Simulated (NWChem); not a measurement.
A series in which one site is exchanged, each optimised at PBE0/def2-SVP with NWChem, gas phase unless a solvent is named. For some, no frequency run checked for a minimum. def2 effective core potentials on Cd, Te, I; no spin-orbit coupling.

A: [CH3][Cd][I] (CH3CdI; site = Cd)
B: [CH3][Zn][I] (CH$_{3}$IZn; site = Zn)
C: C[Te]I (CH₃ITe; site = Te)
D: C[Se]I (CH₃ISe; site = Se)

Task: Rank them by orbital gap (eV), PBE0/def2-SVP, lowest first.

Result: C (3.41), D (3.83), A (6.31), B (6.80)
